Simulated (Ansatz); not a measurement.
Species: CH$_{3}$F$_{3}$Si, charge 0, singlet. CH3F3Si (SMILES F[SiH2]C(F)F).
B3LYP-D3(BJ)/def2-TZVP minimum from Ansatz (a program for electronic structure):
```
Si
F 1 1.5972
H 1 1.4751 2 109.28
H 1 1.4751 3 112.20 2 121.37
C 1 1.9153 3 108.66 4 120.17
F 5 1.3760 1 110.44 3 59.47
F 5 1.3760 6 107.46 1 -120.52
H 5 1.0961 6 107.13 7 -114.85
```

Total energies in cc-pV(D+d)Z, 32 correlated electrons, 9 frozen orbitals. Radicals and triplets start from unrestricted determinants; spin-orbit coupling is neglected. Correlated methods leave the cores frozen. No relativity.

| method | program | energy (Eh) | minus CCSDT(Q) (mEh) |
|---|---|---|---|
| HF | Ansatz | -626.92143 | 838.88 |
| MP2 | Ansatz | -627.70950 | 50.81 |
| CCSD | Ansatz | -627.74157 | 18.74 |
| CCSD(T) | Ansatz | -627.75763 | 2.68 |
| CCSDT(Q) | Ansatz | -627.76031 | 0.00 |

Rough core times of Ansatz's runs on a shared machine: CCSD(T) under 20 s, CCSDT(Q) 20 min.
